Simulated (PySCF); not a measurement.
CH8ClNSi2, SMILES C[Si@@H](Cl)N[SiH3].

Geometry optimised at PBE0-D3(BJ)/def2-SVP. The structure was generated by enumeration; whether it is a known compound was not checked. One conformer was computed; it need not be the lowest.

Calculation: PBE0-D3(BJ)/def2-SVP (PySCF 2.14.0).

Frequencies are harmonic and unscaled.

| mode | ν (cm⁻¹) | IR (km/mol) | moving atoms (share of kinetic energy) |
|---|---|---|---|
| 1 | 31 | 0.8 | H 38 %, Si 24 %, Cl 22 %, N 9 % |
| 2 | 56 | 0.3 | H 77 %, Cl 9 % |
| 3 | 139 | 0.6 | H 40 %, Si 28 %, C 19 % |
| 4 | 166 | 0.1 | H 79 %, C 11 % |
| 5 | 199 | 4.1 | H 27 %, C 27 %, Cl 21 %, Si 17 % |
| 6 | 243 | 1.7 | N 39 %, H 26 %, Cl 18 %, C 9 %, Si 8 % |
| 7 | 319 | 6.0 | Si 48 %, H 25 %, N 20 % |
| 8 | 409 | 40.3 | H 83 %, N 14 % |
| 9 | 510 | 74.0 | Cl 39 %, Si 39 %, H 10 % |
| 10 | 611 | 16.9 | Si 43 %, H 38 %, N 13 % |
| 11 | 662 | 3.3 | H 81 %, C 10 % |
| 12 | 712 | 1.4 | H 49 %, C 25 %, Si 20 % |
| 13 | 718 | 77.7 | H 78 %, N 10 %, Si 10 % |
| 14 | 763 | 24.5 | H 72 %, C 17 %, Si 9 % |
| 15 | 811 | 87.8 | H 54 %, N 17 %, Si 15 %, C 14 % |
| 16 | 879 | 212.3 | H 78 %, Si 11 %, C 8 % |
| 17 | 894 | 197.4 | H 77 %, Si 10 % |
| 18 | 929 | 75.6 | H 95 % |
| 19 | 946 | 340.1 | H 47 %, N 30 %, Si 23 % |
| 20 | 960 | 113.6 | H 89 % |
| 21 | 1001 | 39.6 | H 79 %, N 11 %, Si 9 % |
| 22 | 1208 | 178.3 | H 65 %, N 31 % |
| 23 | 1269 | 38.0 | H 77 %, C 23 % |
| 24 | 1423 | 5.0 | H 96 % |
| 25 | 1426 | 5.5 | H 96 % |
| 26 | 2220 | 137.5 | H 96 % |
| 27 | 2229 | 132.3 | H 98 % |
| 28 | 2255 | 87.9 | H 97 % |
| 29 | 2259 | 123.4 | H 97 % |
| 30 | 3064 | 0.4 | H 97 % |
| 31 | 3174 | 1.1 | H 91 %, C 9 % |
| 32 | 3177 | 0.7 | H 91 %, C 9 % |
| 33 | 3609 | 48.5 | H 93 % |
